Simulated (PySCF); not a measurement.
Al(F)(Vi)2, C₄H₆AlF, SMILES C=[CH][Al]([F])[CH]=C at its PBE0/def2-SVP optimised geometry (Å):

```
12

Al    -0.8074     1.1095     0.0000
F     -1.5917     2.5839     0.0000
C     -1.8939    -0.4959     0.0001
C     -1.4276    -1.6791    -0.4324
H     -2.9456    -0.4700     0.3196
H     -2.0486    -2.5839    -0.4644
H     -0.3974    -1.8076    -0.7878
C      1.1312     1.1095     0.0000
C      1.8482     0.0590     0.4322
H      1.7007     1.9939    -0.3200
H      2.9456     0.0645     0.4637
H      1.3760    -0.8655     0.7878
```

Method: PySCF with PBE0/def2-TZVP. Cells within 0.4 Å of a nucleus heavier than hydrogen are left out (blank, or x).

Map of the HOMO amplitude (bohr^(-3/2)) on the plane z = 0.0 Å; orbital energy -8.04 eV, overall sign arbitrary:

```
|5555555555555555555555555555555|
|5555555555555555555555555555555|
|5555555555555555555555555555555|
|5555555555555555555555555555555|
|5555555555555555555555555555555|
|5555555555555555555555555555555|
|5555555444566555555555555555555|
|5555555443xx6554455555555555555|
|5555555443xx5544445666655555555|
|5555555544455444345677655555555|
|5555555555555543224677655555555|
|555555555555xx4210xx87655555555|
|555555555665xx4210xx76555455555|
|5555555566776543212566544444555|
|5554444567887644334565444444555|
|5554444458997654445564433444555|
|554443333xx97655555555444444555|
|554443321xx76555555555444444555|
|5544443322455555555555544445555|
|5554444433444444555555555555555|
|5555444445544444555555555555555|
|5555555555654444455555555555555|
|5555555566655444555555555555555|
|5555555566655555555555555555555|
|5555555556655555555555555555555|
|5555555555555555555555555555555|
|5555555555555555555555555555555|
|5555555555555555555555555555555|
|5555555555555555555555555555555|
|5555555555555555555555555555555|
|5555555555555555555555555555555|
```
Scale: ten equal steps from -0.230 (start of '0') to 0.214 (end of '9'), in the order '0123456789'; x runs from -5.00 to 5.00, y from -5.00 (bottom) to 5.00 (top).
